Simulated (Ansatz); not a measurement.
The same molecule with X = F, Cl, Br. Ansatz, PBE0-D4/def2-TZVP geometries, multiplicity 2. Each molecule was computed in one conformer, which needn't be the lowest.

Scalar relativity is left out up to krypton.

```tsv
X	molecule	mean X–B bond length / Å	ideal-gas entropy at 298 K and 1 bar (rigid rotor, harmonic PBE0-D4/def2-TZVP) / J/(mol·K)	size of the dipole moment (B3LYP/def2-TZVPP) / D	size of the dipole moment (PBE/def2-TZVPP) / D
Cl	`S[B]Cl`•	1.722	282	1.06	1.02
Br	`S[B]Br`•	1.882	294	1.12	1.05
```

Q: Give the row for X = F, `F[B]S`•. (An estimate is asked.)

A: Ansatz gave: 
```csv
X,molecule,mean X–B bond length / Å,"ideal-gas entropy at 298 K and 1 bar (rigid rotor, harmonic PBE0-D4/def2-TZVP) / J/(mol·K)",size of the dipole moment (B3LYP/def2-TZVPP) / D,size of the dipole moment (PBE/def2-TZVPP) / D
F,`F[B]S`•,1.307,271,1.22,1.14
```

From F to Br the mean X–B bond length rises at each step, by 0.575 Å in all; the ideal-gas entropy at 298 K and 1 bar (rigid rotor, harmonic PBE0-D4/def2-TZVP) rises at each step, by 23 J/(mol·K) in all. Bonds lengthen as the atom grows down the group. Dipoles are sizes alone, and their direction can turn along the series.

B3LYP here is the variant with VWN-RPA as its local correlation; programs differ in this.
